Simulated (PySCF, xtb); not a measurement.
Te(H)(iPr) (C₃H₈Te), SMILES CC(C)[TeH].

Harmonic wavenumbers (cm⁻¹) from GFN2-xTB in xtb 6.7.1 at its own minimum, in rising order: 121, 228, 235, 244, 270, 395, 524, 622, 941, 946, 988, 1044, 1152, 1167, 1230, 1317, 1415, 1426, 1493, 1499, 1505, 1510, 1927, 2964, 2993, 3001, 3014, 3021, 3024, 3027.

Q: What does B3LYP-D3(BJ)/def2-SVP (PySCF) give at its own minimum? (An estimate is asked for; the answer gives what the named calculation found.)

A: 131, 228, 245, 253, 278, 391, 493, 636, 894, 932, 965, 1017, 1135, 1166, 1213, 1343, 1393, 1403, 1459, 1459, 1472, 1478, 2097, 3010, 3018, 3083, 3091, 3098, 3116, 3126. Paired by order, the mean absolute difference is 37 cm⁻¹ and the zero-point energies are 61.8 and 62.4 kcal/mol.
